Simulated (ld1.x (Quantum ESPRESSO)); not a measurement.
**What the settings do to the TM semilocal potential of Bi (Z = 83)**

Base potential:

Bi, norm-conserving Troullier–Martins (semilocal form), made with ld1.x (Quantum ESPRESSO) 7.5 (PBE, scalar-relativistic). Core [Xe] 4f14 5d10, reference 6s2 6p3. Waves: 6p (bound): rc 2.60 bohr; 6s (bound): rc 1.95 bohr. Local part: the s channel. Core correction: Bessel-smoothed model core inside 1.40 bohr.

All-electron outer shells of the reference configuration (PBE, scalar-relativistic, ld1.x):

```csv
shell,level (eV),outermost node (bohr),outermost maximum (bohr)
5p,-95.86,0.48,0.86
5d,-27.08,0.51,1.03
6s,-14.48,0.98,1.88
6p,-4.57,1.14,2.44
```

Cutoffs, loose and tight: the cutoffs (Ry, on a coarse ladder) from which the occupation-weighted sum of valence levels, in a spherical-Bessel basis at the reference potential, stays within 10 and 1 mRy of its value at 400 Ry. They do not see the model core or the augmentation charge, which bear on the density cutoff. Test errors are all-electron minus pseudo excitation energies from the reference, over the configurations 6s2 6p2; 6s2 6p1; 6s2 6p0; 6s2 6p3.3; 6s1 6p4; 6s2 6p2.5; 6s1 6p0. A dash means not determined; rows that change the core or the reference have their own tests.

A true bound ghost makes a file unfit for plane-wave use even where its test errors are small: the radial tests pick states by their node count and pass the ghost by.

A semilocal file is local in each channel, so a ghost entry of none says nothing of the separable form that plane-wave codes build from it.

```tsv
change	outcome	cutoff, loose	cutoff, tight	bound ghosts	largest test error (meV)
base	generated	25 Ry	40 Ry	none	-868
wave 6s (bound): rc 1.95 bohr becomes 6s (bound): rc 1.28 bohr	generated	140 Ry	over 300 Ry	s (extra level of the local part)	-521
wave 6s (bound): rc 1.95 bohr becomes 6s (bound): rc 1.46 bohr	generated	55 Ry	160 Ry	none	-814
wave 6s (bound): rc 1.95 bohr becomes 6s (bound): rc 1.82 bohr	generated	25 Ry	45 Ry	none	-868
wave 6s (bound): rc 1.95 bohr becomes 6s (bound): rc 1.98 bohr	generated	25 Ry	40 Ry	none	-869
wave 6s (bound): rc 1.95 bohr becomes 6s (bound): rc 2.24 bohr	generated	21 Ry	40 Ry	none	-866
wave 6s (bound): rc 1.95 bohr becomes 6s (bound): rc 2.40 bohr	generated	21 Ry	30 Ry	none	-864
wave 6s (bound): rc 1.95 bohr becomes 6s (bound): rc 2.58 bohr	generated	18 Ry	25 Ry	none	-862
wave 6s (bound): rc 1.95 bohr becomes 6s (bound): rc 2.96 bohr	generated	12 Ry	25 Ry	none	-870
```

Q: What comes out with this change to the base: wave 6s (bound): rc 1.95 bohr becomes 6s (bound): rc 2.72 bohr?

A: outcome: generated; cutoff, loose: 15 Ry; cutoff, tight: 25 Ry; bound ghosts: none; largest test error (meV): -863.

Q: What comes out with this change to the base: wave 6s (bound): rc 1.95 bohr becomes 6s (bound): rc 1.64 bohr?

A: outcome: generated; cutoff, loose: 30 Ry; cutoff, tight: 80 Ry; bound ghosts: none; largest test error (meV): -862.

Reading the sweep of the s radius (base included, trends over the rows without a ghost): The loose cutoff falls from 55 Ry at 1.46 to 12 Ry at 2.96 bohr. A larger radius leaves more room for a smooth pseudo-wave, so fewer plane waves are needed; a smaller one forces it to follow the all-electron wave where it bends sharply. The median size of the test errors (rows with all tests solved) is not monotonic: lowest 31.8 meV at 1.95 bohr, highest 63.2 meV at 2.72 bohr. Bound ghosts are found at 1.28 bohr.
